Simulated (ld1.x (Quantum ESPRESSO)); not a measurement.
**Transferability test, TM potential for indium**

In, norm-conserving Troullier–Martins (Kleinman–Bylander form), made with ld1.x (Quantum ESPRESSO) 7.5 (PBEsol, scalar-relativistic). Core [Kr], reference 4d10 5s2 5p1. Waves: 5s (bound): rc 1.55 bohr; 5p (bound): rc 2.05 bohr; 4d (bound): rc 1.30 bohr. Local part: all-electron potential smoothed inside 1.65 bohr (lloc = -1). Core correction: none.

Energies are relative to the spin-unpolarised reference configuration 4d10 5s2 5p1; without spin polarisation the order of configurations can differ from experiment.

```json
{"valence configuration": "4d10 5s1 5p0", "charge": "+2", "ΔE all-electron (eV)": "24.638", "error AE − PS (meV)": "-8.2"}
{"valence configuration": "4d10 5s0 5p0", "charge": "+3", "ΔE all-electron (eV)": "52.904", "error AE − PS (meV)": "+36"}
{"valence configuration": "4d9 5s0 5p0", "charge": "+4", "ΔE all-electron (eV)": "109.271", "error AE − PS (meV)": "+0.5"}
{"valence configuration": "4d10 5s1 5p2", "charge": "0", "ΔE all-electron (eV)": "5.877", "error AE − PS (meV)": "+2.5"}
{"valence configuration": "4d9 5s2 5p2", "charge": "0", "ΔE all-electron (eV)": "18.259", "error AE − PS (meV)": "-110"}
{"valence configuration": "4d10 5s2 5p0.5", "charge": "+0.5", "ΔE all-electron (eV)": "1.941", "error AE − PS (meV)": "-0.6"}
```

What are ΔE and the potential's error for 4d10 5s2 5p0?

ΔE = 5.361 eV all-electron; the error (AE − PS) is -3.6 meV.

ld1.x printed “convergence not achieved” for 5 of the counted tests; their residual had stalled under 1e-8, short of the target of 1e-14.

Note: ghost state, extra bound levels that the all-electron valence spectrum of the same l lacks: s at -35.5 eV. A true bound ghost makes a file unfit for plane-wave use.
